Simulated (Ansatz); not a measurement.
Reactions of H₄O₂Se₂Ti (`[OH][Ti]([OH])([SeH])[SeH]`).

Computed with Ansatz on PBE0-D4/def2-TZVP structures; ΔE is electronic, products minus reactants. CBS: MP2 limit from def2 TZ/QZ plus the TZ coupled-cluster correction, frozen cores. This one scheme is used for every species. DFT in def2-TZVPP. Elements past krypton have def2 core potentials. For Se, Sn, Ti outer-core shells are correlated without core-valence functions, which leaves a few kJ/mol of doubt a bond. Scalar relativity is left out up to krypton. One conformer a species, not always the lowest.

```json
{"reaction": "`[OH][Ti]([OH])([SeH])[SeH]` + `[OH][Ti]([OH])([F])[Cl]` → `[OH][Ti]([F])([Cl])[SeH]` + `[OH][Ti]([OH])([OH])[SeH]`", "ωB97M-V (eV)": "0.09", "r2SCAN-D4 (eV)": "0.09", "HF/CBS(def2) (eV)": "0.11", "MP2/CBS(def2) (eV)": "0.14", "CCSD(T)/CBS(def2) (eV)": "0.11"}
{"reaction": "`[OH][Ti]([OH])([SeH])[SeH]` + H₂O → `[OH][Ti]([OH])([OH])[SeH]` + H₂Se", "ωB97M-V (eV)": "-0.22", "r2SCAN-D4 (eV)": "-0.16", "HF/CBS(def2) (eV)": "-0.37", "MP2/CBS(def2) (eV)": "0.09", "CCSD(T)/CBS(def2) (eV)": "-0.06"}
{"reaction": "`[OH][Ti]([OH])([SeH])[SeH]` + `O[SiH]1[NH][AlH]1` → `[SeH][SiH]1[NH][AlH]1` + `[OH][Ti]([OH])([OH])[SeH]`", "ωB97M-V (eV)": "0.07", "r2SCAN-D4 (eV)": "0.10", "HF/CBS(def2) (eV)": "0.06", "MP2/CBS(def2) (eV)": "0.24", "CCSD(T)/CBS(def2) (eV)": "0.15"}
{"reaction": "`[OH][Ti]([OH])([SeH])[SeH]` + `O[SiH2]N[SiH3]` → `[SiH3]N[SiH2][SeH]` + `[OH][Ti]([OH])([OH])[SeH]`", "ωB97M-V (eV)": "0.19", "r2SCAN-D4 (eV)": "0.22", "HF/CBS(def2) (eV)": "0.21", "MP2/CBS(def2) (eV)": "0.38", "CCSD(T)/CBS(def2) (eV)": "0.28"}
{"reaction": "`[OH][Ti]([OH])([SeH])[SeH]` + `NP(O)S` → `NP(S)[SeH]` + `[OH][Ti]([OH])([OH])[SeH]`", "ωB97M-V (eV)": "0.00", "r2SCAN-D4 (eV)": "-0.04", "HF/CBS(def2) (eV)": "0.02", "MP2/CBS(def2) (eV)": "0.11", "CCSD(T)/CBS(def2) (eV)": "0.03"}
{"reaction": "`[OH][Ti]([OH])([SeH])[SeH]` + `[OH][SnH2][SeH]` → `[OH][Ti]([OH])([OH])[SeH]` + `[SeH][SnH2][SeH]`", "ωB97M-V (eV)": "-0.80", "r2SCAN-D4 (eV)": "-0.73", "HF/CBS(def2) (eV)": "-0.93", "MP2/CBS(def2) (eV)": "-0.61", "CCSD(T)/CBS(def2) (eV)": "-0.70"}
```

Largest T1 diagnostic: 0.024, for `[OH][Ti]([OH])([F])[Cl]`.
